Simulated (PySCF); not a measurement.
C8H5F, SMILES C#Cc1ccccc1F, GFN2-xTB optimised geometry.

```
14

C     -2.00    -2.35     0.00
C     -1.40    -1.31     0.00
C     -0.67    -0.10     0.00
C     -1.32     1.13     0.00
C     -0.60     2.31     0.00
C      0.78     2.28     0.00
C      1.46     1.07     0.00
C      0.73    -0.10     0.00
F      1.39    -1.28     0.00
H     -2.53    -3.25     0.00
H     -2.40     1.15     0.00
H     -1.12     3.25     0.00
H      1.34     3.20     0.00
H      2.53     1.02     0.00
```

Density from CAM-B3LYP/def2-TZVP (PySCF 2.14.0) at that geometry.

Minimum of the electron density along straight lines between bonded atoms, close to the bond critical point (lines longer than 1.1 times the sum of covalent radii, or with two minima, are not listed):

| bond | length / Å | ρ at the minimum / e bohr⁻³ | ∇²ρ there / e bohr⁻⁵ | position (fraction from the first atom) |
|---|---|---|---|---|
| C1–C2 | 1.200 | 0.421 | -1.21 | 0.49 |
| C2–C3 | 1.414 | 0.299 | -0.90 | 0.52 |
| C3–C4 | 1.395 | 0.317 | -0.94 | 0.51 |
| C4–C5 | 1.382 | 0.326 | -0.99 | 0.51 |
| C5–C6 | 1.386 | 0.324 | -0.97 | 0.50 |
| C6–C7 | 1.385 | 0.323 | -0.97 | 0.50 |
| C3–C8 | 1.396 | 0.321 | -0.96 | 0.48 |
| C7–C8 | 1.381 | 0.331 | -1.01 | 0.47 |
| C8–F9 | 1.349 | 0.264 | -0.13 | 0.33 |
| C1–H10 | 1.049 | 0.301 | -1.16 | 0.66 |
| C4–H11 | 1.080 | 0.290 | -1.06 | 0.65 |
| C5–H12 | 1.079 | 0.289 | -1.05 | 0.65 |
| C6–H13 | 1.079 | 0.290 | -1.05 | 0.65 |
| C7–H14 | 1.079 | 0.289 | -1.05 | 0.65 |
